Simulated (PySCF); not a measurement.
Bi³⁺ (bismuth, charge +3): UHF calculation

Configuration: [Xe] 4f14 5d10 6s2, closed-shell 1S. All numbers are calculated (PySCF 2.14, scalar relativity through the core potential, in def2-QZVPP with one added diffuse shell each of s, p, d, f type with the def2 core potential (60 electrons) (8s7p5d5f1g, 98 functions)).

```json
{
  "Total energy": "-211.883257 hartree",
  "One-electron energy": "-350.1010 hartree",
  "Hartree (Coulomb) energy": "153.5917 hartree",
  "Exchange energy": "-15.3739 hartree",
  "⟨S²⟩": "0.0000",
  "⟨L²⟩": "0.000",
  "Sum of ⟨r⟩": "23.99 bohr",
  "Sum of ⟨r²⟩": "34.32 bohr²",
  "Time after the integrals": "1.3 s of wall time on 1 thread of Neoverse-N1 (shared host)"
}
```

| shell | electrons | mean orbital energy (eV) | rms radius, mean of both spins (bohr) |
| --- | --- | --- | --- |
| 5s | 2 | -209.89 | 0.899 |
| 5p | 6 | -143.92 | 1.02 |
| 5d | 10 | -63.552 | 1.30 |
| 6s | 2 | -42.876 | 2.18 |

Energies and moments cover only the electrons outside the core potential. Spin-orbit coupling, which splits the p, d and f shells strongly at this Z, is absent.
